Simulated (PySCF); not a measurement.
This PySCF input asks for the NMR shieldings of `InChI=1S/C4H10O2SSi/c5-1-3-2-7-4(3)6-8/h3-5H,1-2H2,8H3/t3-,4+/m1/s1`; the geometry comes from GFN2-xTB.

```python
import basis_set_exchange as bse
import numpy as np
from pyscf import gto, dft
from pyscf.prop import nmr

atoms = """
O    -1.155926    1.430608    1.111489
C    -1.567244    1.083712   -0.180073
C    -1.143881   -0.329842   -0.594486
C    -1.401823   -1.407913    0.459720
S     0.261083   -2.141290    0.242064
C     0.378607   -0.561295   -0.700605
O     1.137668    0.399755   -0.088281
Si    2.738785    0.392438    0.249006
H    -0.190969    1.363865    1.134812
H    -1.181243    1.798073   -0.922455
H    -2.659286    1.140329   -0.174568
H    -1.620549   -0.576071   -1.546230
H    -1.512414   -0.998601    1.462687
H    -2.202396   -2.108947    0.240949
H     0.744505   -0.747558   -1.716523
H     2.795326    1.712569    0.857726
H     3.499459    0.264173   -0.995284
H     3.071539   -0.707688    1.148398
"""
names = dict.fromkeys(["O", "C", "S", "Si", "H"], "pcSseg-1")
basis = {el: gto.basis.parse(bse.get_basis(n, elements=[el], fmt="nwchem")) for el, n in names.items()}
mol = gto.M(atom=atoms, basis=basis, charge=0, verbose=0)
mf = dft.RKS(mol, xc="PBE0")
mf.grids.level = 2
mf.grids.alignment = dft.numint.BLKSIZE   # the property module wants whole blocks of grid points
mf.conv_tol = 1e-9
mf.kernel()

calc = nmr.RKS(mf)   # GIAO
C = mf.mo_coeff
Co = C[:, mf.mo_occ > 0]
resp = mf.gen_response(singlet=True, hermi=2)
def vind(x):   # induced exchange potential for any number of trial vectors
    d = np.einsum("pi,xij,qj->xpq", C, 2 * x.reshape(-1, C.shape[1], Co.shape[1]), Co, optimize=True)
    return np.einsum("xpq,pi,qj->xij", resp(d - d.transpose(0, 2, 1)), C, Co, optimize=True).ravel()
mo1, _ = nmr.rhf.solve_mo1(calc, with_cphf=vind)
sigma = calc.kernel(mo1)
for i, s in enumerate(sigma):   # ppm
    w = np.linalg.eigvalsh((s + s.T) / 2)
    print("%2d %-2s iso %8.1f  s11 %8.1f  s22 %8.1f  s33 %8.1f" % (i, mol.atom_pure_symbol(i), w.mean(), *w))
```

Q: What does it print?

A: 
```
 0 O  iso    312.7  s11    273.3  s22    302.6  s33    362.2
 1 C  iso    121.3  s11     96.7  s22    115.3  s33    151.9
 2 C  iso    137.5  s11    116.3  s22    145.7  s33    150.4
 3 C  iso    160.0  s11    140.5  s22    153.2  s33    186.2
 4 S  iso    449.5  s11    174.1  s22    380.8  s33    793.5
 5 C  iso    102.0  s11     71.2  s22    103.3  s33    131.5
 6 O  iso    277.7  s11    207.4  s22    283.8  s33    341.7
 7 Si iso    390.3  s11    347.2  s22    363.5  s33    460.2
 8 H  iso     29.1  s11     17.6  s22     26.9  s33     42.9
 9 H  iso     27.5  s11     23.3  s22     26.6  s33     32.6
10 H  iso     28.3  s11     22.7  s22     27.6  s33     34.6
11 H  iso     28.5  s11     26.0  s22     27.6  s33     31.9
12 H  iso     27.3  s11     24.4  s22     26.1  s33     31.3
13 H  iso     28.9  s11     24.6  s22     26.5  s33     35.7
14 H  iso     26.2  s11     20.4  s22     27.7  s33     30.4
15 H  iso     27.0  s11     22.8  s22     25.9  s33     32.4
16 H  iso     27.1  s11     23.7  s22     24.8  s33     32.8
17 H  iso     26.6  s11     22.8  s22     26.1  s33     31.0
```

These numbers come from an equivalent density-fitted implementation of the same equations, which agrees with the script to about 0.01 ppm for H and up to a few tenths of a ppm for heavy atoms, so last digits may differ.

Q: Turn these shieldings into chemical shifts. δ = σ(ref) − σ, references computed at the same level: ¹⁷O (σ = 336.08 ppm) vs H2O; ¹³C (σ = 186.93 ppm) and ²⁹Si (σ = 349.16 ppm) and ¹H (σ = 31.72 ppm) vs TMS; ³³S (σ = 503.73 ppm) vs CS2.

A: Averaging equivalent atoms: O 6: 58.4; O 0: 23.4; C 5: 84.9; C 1: 65.7; C 2: 49.5; C 3: 27.0; S 4: 54; Si 7: -41.2; H 14: 5.54; H 15/16/17: 4.81; H 12: 4.45; H 9: 4.23; H 10: 3.44; H 11: 3.22; H 13: 2.77; H 8: 2.57 ppm. Experimental scales use liquid or dissolved standards, which lie at an offset from isolated H2O (liquid H2O: subtract about 36 ppm).

Size and cost of the density-fitted run: 200 basis functions, 41 s wall time on 1 thread of an Arm Neoverse V1, shared host; peak memory 0.9 GiB.
